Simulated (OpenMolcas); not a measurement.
Pd3+ (d7) on a cation site of an ionic host was computed by SS-CASPT2, IPEA 0.25 Eh, imaginary shift 0.1 Eh with the d shell active (OpenMolcas, ANO-RCC-VTZP on the metal). Its lowest spin-free states, and all those of the highest spin:

```tsv
2S+1	Degeneracy	E (cm-1)
2	2	0
4	3	8420
2	3	16100
2	3	17380
2	3	18750
4	3	27640
2	3	29290
2	1	33490
4	3	35050
2	3	35950
2	3	37490
2	2	37730
4	1	48290
```

Question: Is the site octahedral, tetrahedral or cube-like, axial, or of lower symmetry?

Answer: The states with 2S+1 = 4 have orbital degeneracies 3, 3, 3, 1. Threefold states need a cubic site. For d7 at this spin an octahedron puts the threefold T1 below the threefold T2 and a tetrahedron or cube puts the single A2 below the threefold T2, so the site is octahedral. The run had Pd3+ with its 6 nearest fluoride ions at 2.108 Å, on the Y site of Cs2NaYF6 (a = 9.075 Å, distance in the model lattice 2.178 Å). The rest of the host is ab initio model potentials to 7.6 Å, with orthogonalisation functions on the cations behind the ligands, and point charges beyond; the distance is set by hand and nothing relaxes. Ligand basis ANO-RCC-VDZP.

Roots that are degenerate in the reference are averaged as groups; the widest CASPT2 spread within a group is 80 cm-1 (the 3-fold group of multiplicity 2 near 18700 cm-1 above the lowest state of its run). Shifts and gaps below about the spread of the groups concerned are not significant. Over all roots computed the reference weight is 0.68 to 0.71; a low but even weight reflects the number of correlated electrons. An orbital doublet at a regular site is open to a Jahn-Teller distortion, which this geometry leaves out. This shell can be high or low spin here, a state of another spin lies low, and with metal d orbitals alone active their balance is uncertain, so the ground spin may be wrong, although the usual error favours high spin. The least metal-like active orbital is 81 % on the metal (Löwdin) and no ligand orbital is active, so the numbers are rough. Ligand-to-metal charge-transfer states are missing. These CASPT2 states fit no ligand-field parameters well, so their order and spin gaps are uncertain. With no ligand orbital active B as a rule stays too high, so bands that hang on it stand too high and its fall with covalency is understated. With one d shell and no ligand orbital active, 10Dq can be off by a tenth or more. No measured value stands beside these numbers; the geometry was set by hand and not optimised.
